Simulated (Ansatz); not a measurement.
Two structures of SiH₆ClOF, closed shell, reached by relaxing down either side of one saddle point (PBE0-D4/def2-TZVP). Energies are electronic, without zero-point energy. Program: Ansatz 0.2.0. Basis: def2-TZVPP and def2-QZVPP. Cores are frozen in the correlated methods. Extrapolation: Hartree–Fock as exp(−7.88 √X), correlation as X^−2.97. First:

```
10
angstrom
Si -1.2254 0.3806 -1.3339
H -0.0795 0.4818 -2.2609
H -2.4548 -0.0284 -2.0537
H -1.4477 1.6265 -0.5725
Cl 1.8462 1.5596 0.4055
H 0.2240 -1.1297 1.2660
F -0.9109 -0.8053 -0.2772
H 1.5553 -1.6658 1.8262
O 0.9509 -0.9204 1.8668
H 1.5419 0.5012 1.1335
```

Second:

| atom | x (Å) | y (Å) | z (Å) |
| --- | --- | --- | --- |
| Si1 | -1.0378 | 1.2054 | -0.3937 |
| H2 | 1.1704 | -2.5813 | -1.6368 |
| H3 | -0.4920 | 0.1516 | -1.2604 |
| H4 | -2.0777 | 2.0232 | -1.0503 |
| Cl5 | 0.4459 | 2.4830 | 0.1950 |
| H6 | 0.1887 | -0.7954 | 1.7491 |
| F7 | -1.7125 | 0.5654 | 0.9028 |
| H8 | 1.1289 | -2.1960 | -0.9969 |
| O9 | 0.8788 | -0.7521 | 1.0819 |
| H10 | 1.5073 | -0.1038 | 1.4091 |

Task: Which bonds change from the first to the second?

Result: SiH₃F ([F][SiH3]) + HCl + H₂O → SiH₂ClF ([F][SiH2][Cl]) + H₂O + H₂; bonds formed: Si1–Cl5, H2–H8, O9–H10; bonds broken: Si1–H2, Cl5–H10, H8–O9.

Task: Give the saddle point's structure and its height above each. (An estimate is asked for; the value comes from the calculation.)

Result: Computed: 37.86 kcal/mol above the first and 52.21 kcal/mol above the second (CCSD(T) at an estimated basis limit (MP2 extrapolated from triple and quadruple zeta, plus CCSD(T) − MP2 in triple zeta)).
Si1  (-0.814, 0.521, -0.800)
H2  (0.386, -0.589, -0.925)
H3  (-1.474, -0.316, -1.857)
H4  (-1.209, 1.878, -1.245)
Cl5  (0.876, 1.683, 0.350)
H6  (0.496, -1.274, 1.671)
F7  (-1.533, 0.031, 0.557)
H8  (0.740, -0.910, -0.003)
O9  (1.217, -1.015, 1.079)
H10  (1.316, -0.008, 1.173)
(Å)

The search had been set up for a ligand exchange through a proton shuttle (forming Si1–F7, H6–O9, H2–H8, breaking Si1–H2, H6–F7, H8–O9); from that guess it ended on this step instead.

T1 diagnostic: at most 0.011.

Labels in which every atom is bracketed show which atoms are joined, not bond orders.

For scale, one of the runs: CCSD(T)/def2-TZVPP, 230 basis functions, launched by `ansatz run in.yaml --threads 4 --pin off --events-out ev --progress --plain --max-ram 9574MiB`. Time: 100 s of wall clock on 4 CPU threads of an Arm Neoverse V1; the host was shared. Peak host memory: 3.9 GiB.
